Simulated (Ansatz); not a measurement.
System: methylsilylboronic acid, CH₇BO₂Si, net charge 0, singlet state. SMILES: C[SiH2]B(O)O
Geometry from a B3LYP-D3(BJ)/def2-TZVP (Ansatz, a first-principles code) optimisation:
```
Si
H 1 1.4863
H 1 1.4863 2 107.24
C 1 1.8886 2 109.17 3 -118.15
H 4 1.0911 1 111.28 2 58.47
H 4 1.0928 5 107.45 1 -121.93
H 4 1.0928 5 107.45 6 -116.15
B 1 2.0350 2 110.24 3 120.03
O 8 1.3612 1 119.04 2 -59.10
H 9 0.9670 8 112.88 1 180.00
O 8 1.3731 9 117.44 10 0.00
H 11 0.9610 8 114.50 9 -180.00
```

Wanted: atomisation energy, in kcal/mol. Terms: frozen cores in correlated levels; atomisation electronic, to ground-state atoms; six Cartesian d functions in 6-31G* and its kin unless marked 5d; dispersion terms only where a functional's name holds one; UHF or UKS for open shells; spin-orbit terms left out; non-relativistic. Basis-set limits of correlation are two-point, X^-3; Hartree-Fock from the larger set. Ab initio and DFT rows: single points at B3LYP-D3(BJ) geometries (Ansatz).

| species | coefficient | E at PBE/6-31G* (Ansatz), Eh | E at wB97X-V/def2-TZVPD (Ansatz), Eh |
|---|---|---|---|
| C[SiH2]B(O)O | -1 | -506.76339 | -507.20439 |
| B atom | +1 | -24.60094 | -24.65384 |
| C atom | +1 | -37.78288 | -37.84665 |
| H atom | +7 | -0.49743 | -0.50049 |
| O atom | +2 | -74.97380 | -75.06921 |
| Si atom | +1 | -289.20204 | -289.31750 |

Coupled cluster (Ansatz) is a level with limits of its own, used here on species with T1 under 0.025 (0.045 for open shells) and stable references: CCSD(T)/CBS(aug-cc-pV(T+d)Z,aug-cc-pV(Q+d)Z). Value to compare with, CCSD(T)/CBS(aug-cc-pV(T+d)Z,aug-cc-pV(Q+d)Z) (Ansatz): 1094.7 kcal/mol. 1 Eh = 627.5095 kcal/mol.

Compute it at each level from the table, and compare with CCSD(T)/CBS(aug-cc-pV(T+d)Z,aug-cc-pV(Q+d)Z) (Ansatz).


- PBE/6-31G*: the sum of coefficient times E is 1.74792 Eh, or 1096.84 kcal/mol. Result: 1096.8 kcal/mol. Its difference against CCSD(T)/CBS(aug-cc-pV(T+d)Z,aug-cc-pV(Q+d)Z) (Ansatz) is 2.1 kcal/mol.
- wB97X-V/def2-TZVPD: the sum of coefficient times E is 1.74455 Eh, or 1094.72 kcal/mol. Result: 1094.7 kcal/mol. Its difference against CCSD(T)/CBS(aug-cc-pV(T+d)Z,aug-cc-pV(Q+d)Z) (Ansatz) is 0.0 kcal/mol.
